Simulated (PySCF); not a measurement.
Re(OH)4 (H₄O₄Re), SMILES [OH][Re]([OH])([OH])[OH] (connectivity only; charge and spin as stated), neutral, multiplicity 4. Atoms are numbered in the order given.

```xyz
9

Re    -0.0752     0.0201    -0.0033
O      1.6650     0.8423     0.2647
H      1.6457     1.7999     0.0528
O      0.7861    -1.7128    -0.2240
H      1.7463    -1.6033    -0.3846
O     -1.3498    -0.9788     1.0012
H     -1.2250    -1.9541     0.9840
O     -0.5126     1.6725    -0.8983
H     -1.2382     1.6665    -1.5534
```
Charge 0, spin multiplicity 4.

Geometry optimised at PBE-D3(BJ)/def2-SVP. The spin state was assumed, not searched. The def2 effective core potentials stand for the cores of Re; spin–orbit coupling is left out. The values are those of a single conformer.

Method: TDA-M06-2X/def2-SVPD in PySCF.

Vertical excitations. Isolated molecule, no solvent.

```tsv
state	energy (eV)	λ (nm)	f	main pairs
root 1	1.39	893	0.000	α HOMO→LUMO 95 %
root 2	1.88	658	0.002	α HOMO−1→LUMO 81 %, α HOMO−2→LUMO 14 %
root 3	2.42	513	0.000	α HOMO−2→LUMO 80 %, α HOMO−1→LUMO 13 %
root 4	3.91	317	0.000	α HOMO→LUMO+2 70 %, α HOMO→LUMO+5 16 %
root 5	4.21	295	0.000	α HOMO−1→LUMO+2 64 %, α HOMO−1→LUMO+5 17 %
root 6	4.87	254	0.003	β HOMO→LUMO 66 %, β HOMO−1→LUMO 25 %
root 7	5.00	248	0.005	β HOMO−1→LUMO 61 %, β HOMO→LUMO 23 %
root 8	5.13	242	0.014	α HOMO−2→LUMO+2 61 %, α HOMO−2→LUMO+5 14 %
root 9	5.23	237	0.002	α HOMO→LUMO+1 79 %
root 10	5.28	235	0.008	α HOMO−3→LUMO 17 %, α HOMO→LUMO+1 5 %, β HOMO−2→LUMO 58 %
```
Unrestricted roots are not spin-pure.
